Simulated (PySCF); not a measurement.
C5H3N3S.
Cartesian coordinates in Å at the GFN2-xTB level; atoms count from 1:
```
atom  x, y, z in Å
N1    -3.970   -0.552   -0.632
C2    -2.872   -0.638   -0.312
C3    -1.530   -0.749    0.082
C4    -0.623    0.207   -0.173
C5     0.756    0.106    0.226
C6     1.763    1.080   -0.014
N7     2.935    0.735    0.456
S8     2.811   -0.724    1.161
N9     1.242   -0.943    0.878
H10   -1.249   -1.651    0.609
H11   -0.902    1.109   -0.700
H12    1.639    2.020   -0.519
```

The closed-shell SCF was solved with PySCF and density fitting under several settings on one GFN2-xTB geometry (grid level 2 and gas phase unless stated).

| settings | basis functions | SCF cycles | E (Eh) | HOMO (eV) | LUMO (eV) | dipole (D) |
| --- | --- | --- | --- | --- | --- | --- |
| PBE0/pcSseg-1 | 175 | 16 | -754.1158 | -7.76 | -2.88 | 3.36 |
| PBE0/def2-SVPD | 211 | 16 | -753.8096 | -7.75 | -2.94 | 3.39 |
| PBE0/def2-SVP | 145 | 16 | -753.7852 | -7.66 | -2.74 | 3.28 |
| LC-wPBE/def2-SVP | 145 | 15 | -753.9515 | -10.08 | -0.66 | 3.14 |
| BLYP/6-31G*, IEF-PCM acetone, energy threshold 1e-11 Eh, fitting basis def2-universal-jkfit | 136 | 15 | -754.6005 | -6.02 | -2.86 | 4.27 |

Estimate the row for these settings: PBE0/6-31G*.

```
   settings  basis functions  SCF cycles     E (Eh)  HOMO (eV)  LUMO (eV)  dipole (D)
PBE0/6-31G*              136          16  -754.1528      -7.51      -2.58        3.23
```

Over all rows, what range does the HOMO–LUMO gap span?

From 3.16 eV (BLYP/6-31G*, IEF-PCM acetone, energy threshold 1e-11 Eh, fitting basis def2-universal-jkfit) to 9.42 eV (LC-wPBE/def2-SVP). The functional of the narrowest has no exact exchange, that of the widest range-separated exact exchange.

And the dipole moment?

From 3.14 D (LC-wPBE/def2-SVP) to 4.27 D (BLYP/6-31G*, IEF-PCM acetone, energy threshold 1e-11 Eh, fitting basis def2-universal-jkfit); the largest is 1.36 times the smallest, and the median is 3.32 D.

Compare two rows with the functional PBE0: PBE0/pcSseg-1 and PBE0/def2-SVP. Which energy is lower, and by how much?

PBE0/pcSseg-1 (175 functions) lies 0.3306 Eh or 207 kcal/mol below PBE0/def2-SVP (145 functions).

Cycle counts include a coarse-grid stage where the run had one. All basis functions are spherical, in the Pople sets too. One conformer (not necessarily the lowest) at the GFN2-xTB geometry, without vibrations or thermal averaging.
